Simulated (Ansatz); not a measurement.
`[SiH3][O][SbH2]`, charge 0, multiplicity 1.

**Question.** Give a relaxed structure at PBE0-D4/def2-TZVP (Ansatz 0.2.0). (An estimate is asked.)

**Answer.** Ansatz gave: 
```xyz
8

Si   -1.092   -0.751    0.471
O     0.403   -0.168    0.166
Sb    1.038    1.499   -0.657
H    -1.482   -1.762   -0.549
H    -2.105    0.344    0.451
H    -1.099   -1.392    1.812
H     2.488    1.517    0.257
H     1.849    0.714   -1.950
```
